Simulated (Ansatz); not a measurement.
Reaction (cleavage of the Si–B bond): `FCOB[SiH2]S` + `[OH][AlH2]` → `[AlH2][O][SiH2]S` + `BOCF`

Gas-phase electronic energies from Ansatz, PBE0-D4/def2-TZVP geometries. CCSD(T)/CBS adds triple-zeta CCSD(T) − MP2 to the extrapolated MP2 energy (def2 sets, frozen cores). This one scheme is used for every species. DFT in def2-TZVPP. B3LYP here is the variant with VWN-RPA as its local correlation; programs differ in this. One conformer a species, not always the lowest.

CCSD(T)/CBS gives -1.50 eV.

Another level gave -1.49 eV. Which?
A. B3LYP/def2-TZVPP
B. HF/def2-TZVPP
C. SCS-MP2/def2-TZVPP
D. PBE-D4/def2-TZVPP

A. B3LYP -1.49, HF/def2-TZVPP -1.78, PBE-D4 -1.25, SCS-MP2/def2-TZVPP -1.60 eV.

Largest T1 diagnostic among the species: 0.013.

In def2-TZVPP, CCSD(T) changes the Hartree–Fock value by +0.28 eV (the triples alone add +0.04 eV) and MP2 by +0.20 eV. From PBE to PBE0 (25 % exact exchange), in def2-TZVPP and without D4, ΔE moves by −0.11 eV.
